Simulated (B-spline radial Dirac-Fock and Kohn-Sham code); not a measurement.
Calculated with a radial atomic solver, using Dirac-Fock energy differences between relaxed states, corrected for Breit and QED terms. Two-hole levels are in intermediate coupling, intensities from independent-particle Coulomb rates.

Question: These computed lines form the K-LL Auger spectrum of a free neutral atom. Which element, and how are the lines assigned?

| kinetic energy (eV) | relative intensity |
| --- | --- |
| 1279.6 | 10 |
| 1320.4 | 34 |
| 1337.4 | 1 |
| 1337.6 | 3 |
| 1337.9 | 5 |
| 1369.4 | 11 |
| 1374.6 | 100 |

Answer: Al ([Ne] 3s2 3p1). From low to high energy: K-L1L1 ¹S0, K-L1L3 ¹P1, K-L1L2 ³P0, K-L1L2 ³P1, K-L1L3 ³P2, K-L3L3 ¹S0, K-L2L3 ¹D2. The labels give the leading jj configuration and the leading LS term by weight; in heavy atoms the literature often keeps the label of the LS limit instead.
